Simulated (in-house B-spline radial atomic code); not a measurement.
Results of a calculation; reference values are marked as such.
# Making a Troullier-Martins s channel for Nb, r_c = 1.05 bohr

Nb, [Kr] 4d4 5s1, non-relativistic LDA (VWN5), spherical and spin-unpolarised, from a B-spline radial code for spherical atoms (atomic units). The all-electron 4s level is ε = -2.036691 hartree, its outermost node lies just inside 0.55 bohr and its outer maximum at 1.05 bohr.

Inside r_c the pseudo-orbital is u(r) = r^1 exp(p(r)), with p = c0 + c2 r² + c4 r⁴ + … + c12 r¹². The seven coefficients follow from p and its first four derivatives at r_c, from zero curvature of the screened potential at the origin, c4 = −c2²/(2l + 5), and from the norm inside r_c. At r_c the all-electron orbital has P = 1.065045, P' = 0.02263305, the screened potential V = -4.61865, V' = 9.794334, V'' = -26.87058, and the norm inside is Q = 0.3856211.

Problem. What are p, p' and p'' at r_c?

Solution. p = ln(P/r_c^1) = ln(1.065045/1.05) = 0.01423. p' = P'/P − 1/r_c = 0.02125 − 0.95238 = -0.93113. The radial equation gives p'' = 2(V − ε) − 2(1) p'/r_c − p'² = -5.16392 − (-1.77358) − 0.86700 = -4.25734. Differentiating, p''' = 2V' + 2(1)p'/r_c² − 2(1)p''/r_c − 2p'p'' = 18.08, and p'''' = 2V'' − 4(1)p'/r_c³ + 4(1)p''/r_c² − 2(1)p'''/r_c − 2p''² − 2p'p''' = -102.99.

For a trial c2 the five matching conditions are linear in c0, c6, c8, c10 and c12, and c2 is varied until the norm inside r_c equals Q. The root nearest zero gives:

| n | c_n |
| --- | --- |
| 0 | -0.7263002 |
| 2 | 2.078216 |
| 4 | -0.8637968 |
| 6 | -1.14908 |
| 8 | 0.7408791 |
| 10 | 0.06509812 |
| 12 | -0.08994773 |

Problem. Check c4 and p(r_c), and find the screened pseudopotential at the origin.

Solution. −c2²/5 = -0.863797, as listed. The terms c_n r_c^n are -0.72630, 2.29123, -1.04995, -1.53988, 1.09462, 0.10604, -0.16153, which sum to 0.01423. Inverting the radial equation, V_l(r) = ε + 1 p'/r + (p'' + p'²)/2, so V_l(0) = ε + (2l + 3) c2 = -2.036691 + 3 × (2.07822) = 4.1980 hartree, finite where the all-electron potential diverges.

Orbitals and screened potentials:

```tsv
r (bohr)	P	u	V all-electron	V pseudo
0.105	0.3666	0.05196	-260.1	4.193
0.262	-0.4077	0.1455	-66.69	4.019
0.42	-0.461	0.2837	-28.97	3.071
0.578	0.1314	0.4916	-15.82	0.6374
0.735	0.6765	0.7551	-9.817	-2.923
0.892	0.9787	0.9823	-6.577	-5.318
1.05	1.065	1.065	-4.619	-4.619
```

Logarithmic derivatives P'/P at R = 1.35 bohr, for energies E around ε:

```json
{"E − ε (hartree)": "-0.5", "all-electron": "-0.221931", "pseudo": "-0.224159"}
{"E − ε (hartree)": "-0.25", "all-electron": "-0.559879", "pseudo": "-0.560564"}
{"E − ε (hartree)": "-0.1", "all-electron": "-0.786783", "pseudo": "-0.786909"}
{"E − ε (hartree)": "0", "all-electron": "-0.949985", "pseudo": "-0.949986"}
{"E − ε (hartree)": "0.1", "all-electron": "-1.12403", "pseudo": "-1.12418"}
{"E − ε (hartree)": "0.25", "all-electron": "-1.40838", "pseudo": "-1.40948"}
{"E − ε (hartree)": "0.5", "all-electron": "-1.95874", "pseudo": "-1.96445"}
```

Problem. With P(R) = 0.9055156 and a norm of 0.6904934 inside R, what slope in energy does norm conservation fix?

Solution. d(P'/P)/dE = −2 × (norm inside R)/P(R)² = -1.6842 per hartree·bohr at E = ε, for both atoms, since orbital and norm agree at R. Differences over ±0.1 hartree give -1.6862 (all-electron) and -1.6864 (pseudo), which also hold third-order terms. Half a hartree below ε the two curves differ by -0.0022.
